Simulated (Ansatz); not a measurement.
Relaxation of B2FH5Si (9 atoms, charge 0, multiplicity 1), to a largest force component of 0.02 eV/Å in at most 50 steps.

Computed with UKS BHLYP/def2-mTZVP in Ansatz 0.2.0.

```xyz
9
Properties=species:S:1:pos:R:3
B -0.249 1.234 -1.121
B 0.602 0.077 -0.433
F 1.910 -0.187 -0.922
Si -0.057 -0.953 1.024
H -0.489 0.492 -0.513
H -1.391 1.518 -0.748
H 0.887 -1.953 1.474
H -1.308 -1.636 0.562
H -0.462 -0.053 2.187
```

Task: Where does it end, and by what steps?

Result: It converged. The force dipped under the threshold on the way, but the program's further checks kept it going. After 29 steps the energy has fallen by 5.823 eV; H5 moved furthest, 1.77 Å. Parted: B2–H5.

```csv
step,energy less start (eV),largest force component (eV/Å),accepted
0,0.0000,7.976,yes
2,-3.2974,2.280,yes
4,-4.5180,2.113,yes
6,-5.0233,0.760,yes
8,-5.4322,1.072,yes
10,-5.7152,1.109,yes
12,-5.8046,0.266,yes
14,-5.8080,0.183,yes
16,-5.8113,0.059,yes
18,-5.8146,0.039,yes
20,-5.8171,0.061,yes
22,-5.8205,0.084,yes
24,-5.8217,0.046,yes
26,-5.8225,0.045,yes
28,-5.8230,0.016,yes
29,-5.8230,0.010,yes
```

```xyz
9
Properties=species:S:1:pos:R:3
B -0.522 0.856 -1.251
B 0.584 0.240 -0.166
F 1.877 0.539 -0.188
Si -0.026 -1.055 1.310
H -0.807 0.272 -2.243
H -1.147 1.834 -1.009
H 0.698 -2.337 1.188
H -1.474 -1.333 1.230
H 0.260 -0.476 2.638
```

Time of the run: 84 s on 2 threads of Arm Neoverse V2, on a shared host, peak memory 0.25 GiB.
